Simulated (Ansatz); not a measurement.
Basis-set extrapolation for BFH4OSSi, SMILES `FB(S)O[SiH3]` (PBE0-D4/def2-TZVP geometry, frozen core, Ansatz). Multiplicity 1, RHF reference.

|  | def2-TZVPP | def2-QZVPP |
| --- | --- | --- |
| HF | -888.086216 | -888.116128 |
| MP2 correlation | -0.873184 | -0.947903 |
| CCSD(T) correlation | -0.947711 | -1.018567 |

Energies in hartree. Use E(X) = E(∞) + A·exp(−7.88·√X) for Hartree–Fock and E(X) = E(∞) + B·X^(−2.97) for correlation, with X = 3 and 4.

What is the CCSD(T) energy at the basis-set limit?

HF limit: -888.116128 + (-0.029912) × 0.13774 = -888.12025. Correlation limit: -1.018567 + (-0.070856) × 0.74074 = -1.07105. Total: -889.19130 hartree, 98.8 kcal/mol below CCSD(T)/def2-TZVPP.
